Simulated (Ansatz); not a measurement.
`[SiH3]O[SiH2][GeH3]` + H₂O → `O[SiH2][GeH3]` + silanol at 700 K and 1 bar (formal hydrolysis of the Si–O bond).

Isolated molecules relaxed with PBE0-D4/def2-TZVP in Ansatz; ΔE leaves out vibrations. CBS: MP2 limit from def2 TZ/QZ plus the TZ coupled-cluster correction, frozen cores. This one scheme is used for every species. For Ge outer-core shells are correlated without core-valence functions, which leaves a few kJ/mol of doubt a bond. Scalar relativity is left out up to krypton. One conformer a species, not always the lowest.

```
              species  CCSD(T)/CBS energy (Eh)  H − E (kJ/mol)  S (J/(mol·K))
`[SiH3]O[SiH2][GeH3]`              -2734.32644           279.4          556.3
                  H₂O                -76.37941            80.5          218.4
      `O[SiH2][GeH3]`              -2444.00682           213.5          441.5
            `O[SiH3]`               -366.69042           144.6          321.6
```

H − E and S are ideal-gas, rigid-rotor, harmonic terms from PBE0-D4/def2-TZVP, for one conformer and one mirror image of each species. 1 Eh = 2625.50 kJ/mol, R = 8.31446 J/(mol·K).

Question: By hand: ΔE, ΔH, ΔS and ΔG.

Answer: ΔE = (-2444.00682) + (-366.69042) − (-2734.32644) − (-76.37941) = 0.00861 Eh = 22.6 kJ/mol. Δ(H − E) = 213.5 + 144.6 − 279.4 − 80.5 = -1.8, so ΔH = 20.8 kJ/mol. ΔS = 441.5 + 321.6 − 556.3 − 218.4 = -11.6 J/(mol·K). ΔG = 20.8 − 700 × (-11.6)/1000 = 28.9 kJ/mol.

Question: By hand: the equilibrium constant, and the temperature at which ΔG would vanish if ΔH and ΔS stayed fixed.

Answer: log₁₀ K = −ΔG/(RT ln 10) = -2.2. ΔH and −TΔS have one sign here, so there is no such temperature.

TΔS isn't small against ΔH here. A doubt of 5 kJ/mol in ΔE shifts log₁₀ K by 0.4 here. Other conformers and mirror images would add mixing entropy, several J/(mol·K) or more a flexible species. Modes under 60 cm⁻¹, often nearly free rotors, make the harmonic entropy too high. These are equilibria of isolated gas molecules and say nothing of rates. Largest T1 diagnostic: 0.012 (customary marks: 0.02 for closed shells, 0.045 for open ones).

ΔS is within the doubt of such terms, so its sign, and with it that verdict, could turn.
